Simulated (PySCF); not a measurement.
A series of trigonal planar complexes of Different ions with I ligands

All values are computed with PySCF: state-averaged CASSCF of the d shell with SC-NEVPT2, spin-free X2C, triple-zeta basis on the metal and double-zeta on the ligands, mean-field spin-orbit coupling; model geometries with bond lengths from ionic radii.

```csv
complex,point group,M–L / Å,L–M–L / °,solvent
[NiI3]-,D3h,2.57,120,none
[CuI3]-,D3h,2.61,120,none
[MnI3]-,D3h,2.71,120,water
MoI3,D3h,2.57,120,none
[CrI3]-,D3h,2.68,120,none
[VI3]-,D3h,2.67,120,water
NbI3,D3h,2.60,120,none
```

For [CuI3]-, MoI3, NbI3 the d shell alone is too small an active space: their values show what this model gives and aren't sound predictions.

Task: Rank by the spin-orbit constant ζ, lowest first.
A. NbI3
B. [VI3]-
C. [NiI3]-
D. [CuI3]-
E. [CrI3]-
F. MoI3
G. [MnI3]-

Result: B (129 cm⁻¹), E (196 cm⁻¹), G (278 cm⁻¹), A (332 cm⁻¹), F (420 cm⁻¹), C (617 cm⁻¹), D (779 cm⁻¹).

Task: What are the ground states and moments?

Result: 
```json
{"complex": "[NiI3]-", "shell": "d8", "ground state (NEVPT2)": "3A1''", "total orbital splitting (CASSCF fit) / cm⁻¹": "3484", "μeff(300 K) / μB": "5.26"}
{"complex": "[CuI3]-", "shell": "d9", "ground state (NEVPT2)": "2E'", "total orbital splitting (CASSCF fit) / cm⁻¹": "2961", "μeff(300 K) / μB": "3.05"}
{"complex": "[MnI3]-", "shell": "d5", "ground state (NEVPT2)": "6A1'", "total orbital splitting (CASSCF fit) / cm⁻¹": "3675", "μeff(300 K) / μB": "5.92"}
{"complex": "MoI3", "shell": "d3", "ground state (NEVPT2)": "4A2'", "total orbital splitting (CASSCF fit) / cm⁻¹": "14364", "μeff(300 K) / μB": "3.79"}
{"complex": "[CrI3]-", "shell": "d4", "ground state (NEVPT2)": "5E'", "total orbital splitting (CASSCF fit) / cm⁻¹": "4779", "μeff(300 K) / μB": "4.75"}
{"complex": "[VI3]-", "shell": "d3", "ground state (NEVPT2)": "4A1''", "total orbital splitting (CASSCF fit) / cm⁻¹": "4787", "μeff(300 K) / μB": "4.03"}
{"complex": "NbI3", "shell": "d2", "ground state (NEVPT2)": "3E''", "total orbital splitting (CASSCF fit) / cm⁻¹": "14561", "μeff(300 K) / μB": "2.24"}
```

In [NiI3]-, [VI3]- the next state lies within 300 cm⁻¹ of the lowest, inside the method's error, so which of them is lowest is undecided.

The trigonal planar shape is imposed. Real complexes may take another, with another ground state.
